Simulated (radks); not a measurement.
All-electron atom: the selenium ion Se4+ in [Ar] 3d10 4s1 4p1 (not the ground configuration). Method: Dirac Kohn-Sham, LDA (Slater exchange, VWN5 correlation), spin-unpolarised, spherical densities, finite nucleus; open shells are shared between the two j in proportion to 2j + 1; Fermi nuclear charge, rms radius 4.14 fm; computed with a radial shooting solver on a logarithmic mesh with Libxc functionals.

X-ray form factor f0, the Fourier transform of the density (f0(0) = 30):

sin(theta)/lambda (1/angstrom),f0 (electrons)
0.05,29.733
0.1,28.974
0.15,27.835
0.2,26.455
0.25,24.957
0.3,23.428
0.4,20.455
0.5,17.705
0.6,15.242
0.8,11.347
1,8.825
1.25,7.054
1.5,6.071
2,4.767
